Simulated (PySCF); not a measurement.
Problem. Write Cartesian coordinates for InChI=1S/C6H8N2/c1-8-5-3-2-4-6(8)7/h2-5,7H,1H3/p+1 as optimised with BHandHLYP/def2-SV(P). (Charge +1.)

Solution. 
```
atom  x, y, z in Å
C1    -1.7332   -1.1041   -0.4155
N2    -0.3497   -0.6510   -0.2671
C3     0.6563   -1.5727   -0.2537
C4     1.9581   -1.2144   -0.1187
C5     2.2605    0.1543    0.0101
C6     1.2574    1.0817   -0.0027
C7    -0.0837    0.6698   -0.1447
N8    -1.0848    1.5545   -0.1595
H9    -2.3206   -0.8158    0.4615
H10   -1.7430   -2.1898   -0.4976
H11   -2.1729   -0.6821   -1.3242
H12    0.3443   -2.6043   -0.3578
H13    2.7308   -1.9731   -0.1122
H14    3.2908    0.4772    0.1197
H15    1.4658    2.1407    0.0947
H16   -2.0511    1.3009   -0.2620
H17   -0.8782    2.5349   -0.0687
```

Any rigid rotation of these coordinates is as good. Atoms count from 1 in this order. C3 (aromatic CH next to a ring nitrogen) is planar (angles 122.5°, 122.0° and 115.5°, sum 360.0°, 0.00 Å off the plane of its three neighbours). Of the pairs four or more bonds apart, C1···H16 is among the closest relative to their van der Waals radii: 2.43 Å, 84 % of the sum of Bondi's values. C7 (aromatic carbon bearing nitrogen) is planar (angles 121.4°, 119.9° and 118.8°, sum 360.0°, 0.00 Å off the plane of its three neighbours). The 8 heavy atoms lie in one plane (0.000 Å rms).

Bonds between heavy atoms (Å): C1–N2 1.463, N2–C3 1.364, C3–C4 1.357, C4–C5 1.408, C5–C6 1.366, C6–C7 1.410, C7–N8 1.336, N2–C7 1.353.

Method: BHandHLYP/def2-SV(P) geometry optimisation, gas phase (PySCF 2.14.0).

Point group: Cs (tolerance 0.08 Å). BHandHLYP/def2-SV(P) frequencies: not computed here. Geometry: BHandHLYP/def2-SV(P); no solvent, vibrations or thermal averaging.
